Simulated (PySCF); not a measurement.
**Correlation energy of Li⁻ (lithium, charge -1)**

[He] 2s2, closed-shell 1S. Calculation: PySCF 2.14, in x2c-QZVPPall with one added diffuse shell each of s, p type (7s5p2d1f, 39 functions); scalar relativity by spin-free X2C-1e. Frozen: nothing; 4 electrons correlated.

| level | correlation energy (mhartree) |
| --- | --- |
| CCSD | -50.34 |
| (T) | -0.31 |
| CCSD(T) | -50.65 |
| CCSDT | -50.67 |

Diagnostics: T1 = 0.039, D1 = 0.0778, largest double amplitude 0.135.

T1 exceeds 0.03, a sign that the reference determinant is poor.

Cost of the coupled-cluster step: about 0.9 core-seconds, for 4 correlated electrons.

Iterations:

```
CC2 = 0
CCSD nocc = 2, nmo = 39
frozen orbitals []
max_cycle = 100
direct = 0
conv_tol = 1e-08
conv_tol_normt = 1e-06
diis_space = 8
diis_start_cycle = 0
Init t2, MP2 energy = -7.46613093374535  E_corr(MP2) -0.0374043235273475
Init E_corr(CCSD) = -0.0374043235290831
cycle = 1  E_corr(CCSD) = -0.0438876781183155  dE = -0.00648335459  norm(t1,t2) = 0.0758787
cycle = 2  E_corr(CCSD) = -0.0468640289045891  dE = -0.00297635079  norm(t1,t2) = 0.041538
cycle = 3  E_corr(CCSD) = -0.0501190165299998  dE = -0.00325498763  norm(t1,t2) = 0.0254103
cycle = 4  E_corr(CCSD) = -0.0502930341004477  dE = -0.00017401757  norm(t1,t2) = 0.00512867
cycle = 5  E_corr(CCSD) = -0.0503243493874773  dE = -3.1315287e-05  norm(t1,t2) = 0.00274561
cycle = 6  E_corr(CCSD) = -0.05036308902963  dE = -3.87396422e-05  norm(t1,t2) = 0.00127959
cycle = 7  E_corr(CCSD) = -0.0503208433479334  dE = 4.22456817e-05  norm(t1,t2) = 0.000303702
cycle = 8  E_corr(CCSD) = -0.0503459363148932  dE = -2.5092967e-05  norm(t1,t2) = 0.000163452
cycle = 9  E_corr(CCSD) = -0.0503380608138654  dE = 7.87550103e-06  norm(t1,t2) = 7.40565e-05
cycle = 10  E_corr(CCSD) = -0.050336812499721  dE = 1.24831414e-06  norm(t1,t2) = 1.19938e-05
cycle = 11  E_corr(CCSD) = -0.0503367179546827  dE = 9.45450384e-08  norm(t1,t2) = 2.87429e-06
cycle = 12  E_corr(CCSD) = -0.0503367016635203  dE = 1.62911623e-08  norm(t1,t2) = 7.79904e-07
cycle = 13  E_corr(CCSD) = -0.0503366900455944  dE = 1.16179259e-08  norm(t1,t2) = 2.33339e-07
cycle = 14  E_corr(CCSD) = -0.0503366909480532  dE = -9.02458795e-10  norm(t1,t2) = 5.45005e-08
CCSD converged
E(CCSD) = -7.479063301166057  E_corr = -0.05033669094805321
CCSD(T) correction = -0.00031055962674198
```

This basis was not built for core-valence correlation, so the inner-shell part is incomplete.
